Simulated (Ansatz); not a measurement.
System: H₂Mg, singlet: symmetric bend, bond length relaxed. Scanned: H-Mg-H angle. Other coordinates (Mg-H bond length) were minimised at B3LYP/def2-TZVP.

The free coordinates were minimised at B3LYP/def2-TZVP in PySCF; the energy column is full CI/cc-pVDZ, frozen core in Ansatz (a quantum-chemistry and plane-wave program), in mEh.

```json
[
 {"a / °": "180", "Mg-H bond length / Å": "1.700", "E": "0.0"},
 {"a / °": "169.86", "Mg-H bond length / Å": "1.700", "E": "0.6"},
 {"a / °": "157.51", "Mg-H bond length / Å": "1.702", "E": "2.8"},
 {"a / °": "152.31", "Mg-H bond length / Å": "1.702", "E": "4.3"},
 {"a / °": "141.92", "Mg-H bond length / Å": "1.705", "E": "8.3"},
 {"a / °": "131.69", "Mg-H bond length / Å": "1.708", "E": "13.7"},
 {"a / °": "119.17", "Mg-H bond length / Å": "1.715", "E": "22.3"},
 {"a / °": "110.09", "Mg-H bond length / Å": "1.721", "E": "30.2"},
 {"a / °": "99.45", "Mg-H bond length / Å": "1.730", "E": "41.6"},
 {"a / °": "87.57", "Mg-H bond length / Å": "1.744", "E": "57.5"},
 {"a / °": "80.92", "Mg-H bond length / Å": "1.755", "E": "68.2"},
 {"a / °": "69.40", "Mg-H bond length / Å": "1.773", "E": "90.6"},
 {"a / °": "60", "Mg-H bond length / Å": "1.784", "E": "112.7"}
]
```
